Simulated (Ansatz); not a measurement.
Geometry optimisation, RHF/def2-SVP in Ansatz.

The input (input.yaml):

```yaml
crystal:
  periodic: [false, false, false]
  atoms:
    - { symbol: Zn, position_ang: [0.0, 0.0, 0.0] }
    - { symbol: C, position_ang: [0.0, 0.0, 2.33] }
    - { symbol: H, position_ang: [-0.9996, -0.3092, 2.7005] }
    - { symbol: H, position_ang: [0.7676, -0.7111, 2.7005] }
    - { symbol: H, position_ang: [0.232, 1.0203, 2.7005] }
    - { symbol: O, position_ang: [0.0, 0.0, -1.79] }
    - { symbol: H, position_ang: [0.2547, -0.9174, -2.1271] }
    - { symbol: H, position_ang: [-1.3331, 1.1713, 0.5897] }
    - { symbol: H, position_ang: [-1.0619, 0.9331, 1.5733] }
basis:
  gaussian: { orbitals: def2-SVP }
hamiltonian:
  xc: hf
relax:
  f_tol: 0.15
  max_steps: 25
  restrain:
    - { distance: [0, 7], at: 1.57, k: 30.0 }
    - { distance: [8, 1], at: 1.11, k: 30.0 }
    - { distance: [0, 1], at: 3.18, k: 30.0 }
    - { distance: [8, 7], at: 1.86, k: 30.0 }
```

Run as:

```bash
$ ansatz run input.yaml --threads 1 --pin off --max-ram 2048MiB --backend cpu --events-out ev --progress --plain --runs-dir out
```

Task: Where does it end, and by what steps?

Result: The forces met the threshold. The restraints hold the end off the free minimum. After 9 steps the energy has fallen by 3.679 eV (the restraints' own energy left out); Zn1 moved furthest, 1.08 Å. Joined: C2–H9 (1.60 → 1.10 Å).

```csv
step,energy less start (eV),largest force component (eV/Å),accepted
0,0.0000,5.124,yes
1,1.4119,4.155,yes
2,0.9439,3.908,yes
3,-0.7909,2.996,yes
4,-2.5332,1.478,yes
5,-3.2502,2.341,yes
6,-3.4802,1.498,yes
7,-3.6020,0.838,yes
8,-3.6469,0.910,yes
9,-3.6795,0.746,yes
```

```xyz
9
Properties=species:S:1:pos:R:3
Zn -0.644 0.610 -0.617
C -0.163 0.127 2.497
H -0.774 -0.521 3.126
H 0.512 -0.491 1.899
H 0.432 0.785 3.131
O 0.457 -0.293 -1.692
H 0.441 -1.227 -1.810
H -1.585 1.464 0.294
H -0.815 0.733 1.848
```

The run took 21 s on 1 thread of Arm Neoverse V2, with other jobs on the host, peak memory 0.16 GiB.
